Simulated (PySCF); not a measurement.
C₆ coefficients of unlike pairs at PBE0

Calculated with PySCF 2.14 from the dipole response of each species, C₆(A,B) = (3/π) ∫ α_A(iu) α_B(iu) du, in atomic units, from isotropic polarisabilities. For ions this is the dispersion term alone; charge-induced terms of lower order in 1/R come first.

```csv
species,configuration,basis,relativity,α (bohr³),C₆ (like pair)
Ca⁺,[Ar] 4s1 (2S),"x2c-TZVPPall with one added diffuse shell each of s, p, d type (7s6p4d)",spin-free X2C,84.86,636.1
F⁺,[He] 2s2 2p4 (3P),"x2c-QZVPPall with one added diffuse shell each of s, p, d, f type (8s5p4d3f1g)",spin-free X2C,1.821,3.378
Sc²⁺,[Ar] 3d1 (2D),aug-cc-pwCVTZ-DK (10s9p7d4f3g),spin-free X2C,4.878,14.42
Te⁺,[Kr] 4d10 5s2 5p3 (4S),"x2c-QZVPPall with one added diffuse shell each of s, p, d, f type (14s10p8d5f1g)",spin-free X2C,22.19,188.7
```

(1) Estimate C₆ for Sc²⁺ with Ca⁺.

No spin-orbit coupling is included.

The other pairs:

```csv
pair,C₆
"F⁺, Ca⁺",28.40
"Te⁺, F⁺",23.04
"Sc²⁺, F⁺",6.904
"Te⁺, Sc²⁺",50.13
"Te⁺, Ca⁺",283.6
```

Answers

(1) The integral gives 67.66. The combination rule 2 C_A C_B / (C_A α_B/α_A + C_B α_A/α_B) gives 63.83 and the geometric mean 95.77.
